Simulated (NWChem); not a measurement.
Molecule: Si$_{2}$NH$_{6}$OF; SMILES N[Si@@](O)(F)[SiH3]

```xyz
11

N     -1.5019     1.0102    -0.5370
Si     0.0317     0.4341    -0.0327
O      1.1292     1.1436    -1.0794
F      0.4907     0.8906     1.4896
Si     0.0251    -1.9094    -0.0118
H     -1.6235     1.9789    -0.8422
H     -2.3671     0.6047    -0.1777
H      2.0250     1.2325    -0.7102
H     -1.1242    -2.4170     0.8213
H     -0.1254    -2.4554    -1.4058
H      1.3028    -2.4443     0.5781
```
Atoms are numbered in this order, from 1.

Level: PBE-D3(BJ)/def2-SVP (NWChem), optimised geometry, unscaled harmonic frequencies. 

```json
[
 {"frequency (cm⁻¹)": "91", "IR intensity (km/mol)": "0.1"},
 {"frequency (cm⁻¹)": "124", "IR intensity (km/mol)": "1.3"},
 {"frequency (cm⁻¹)": "134", "IR intensity (km/mol)": "0.9"},
 {"frequency (cm⁻¹)": "196", "IR intensity (km/mol)": "31.9"},
 {"frequency (cm⁻¹)": "235", "IR intensity (km/mol)": "20.8"},
 {"frequency (cm⁻¹)": "269", "IR intensity (km/mol)": "20.6"},
 {"frequency (cm⁻¹)": "283", "IR intensity (km/mol)": "79.0"},
 {"frequency (cm⁻¹)": "316", "IR intensity (km/mol)": "124.1"},
 {"frequency (cm⁻¹)": "349", "IR intensity (km/mol)": "54.9"},
 {"frequency (cm⁻¹)": "451", "IR intensity (km/mol)": "43.5"},
 {"frequency (cm⁻¹)": "497", "IR intensity (km/mol)": "5.6"},
 {"frequency (cm⁻¹)": "505", "IR intensity (km/mol)": "22.9"},
 {"frequency (cm⁻¹)": "735", "IR intensity (km/mol)": "53.3"},
 {"frequency (cm⁻¹)": "782", "IR intensity (km/mol)": "282.3"},
 {"frequency (cm⁻¹)": "815", "IR intensity (km/mol)": "116.0"},
 {"frequency (cm⁻¹)": "852", "IR intensity (km/mol)": "62.0"},
 {"frequency (cm⁻¹)": "889", "IR intensity (km/mol)": "24.1"},
 {"frequency (cm⁻¹)": "897", "IR intensity (km/mol)": "11.7"},
 {"frequency (cm⁻¹)": "907", "IR intensity (km/mol)": "126.6"},
 {"frequency (cm⁻¹)": "942", "IR intensity (km/mol)": "117.3"},
 {"frequency (cm⁻¹)": "1474", "IR intensity (km/mol)": "61.2"},
 {"frequency (cm⁻¹)": "2148", "IR intensity (km/mol)": "54.0"},
 {"frequency (cm⁻¹)": "2163", "IR intensity (km/mol)": "78.9"},
 {"frequency (cm⁻¹)": "2170", "IR intensity (km/mol)": "80.8"},
 {"frequency (cm⁻¹)": "3502", "IR intensity (km/mol)": "32.2"},
 {"frequency (cm⁻¹)": "3609", "IR intensity (km/mol)": "34.2"},
 {"frequency (cm⁻¹)": "3770", "IR intensity (km/mol)": "95.0"}
]
```

```
Property                                                                            Value
-----------------------------------------------------------------------  ----------------
zero-point energy                                                           41.6 kcal/mol
thermal correction to the enthalpy at 298.15 K (with zero-point energy)     47.8 kcal/mol
heat capacity Cv                                                         30.6 cal/(mol K)
entropy at 298.15 K and 1 atm (symmetry number 1)                        90.2 cal/(mol K)
dipole moment                                                                      0.94 D
```

Rigid rotor and harmonic oscillator; modes under 100 cm⁻¹ make the entropy uncertain.
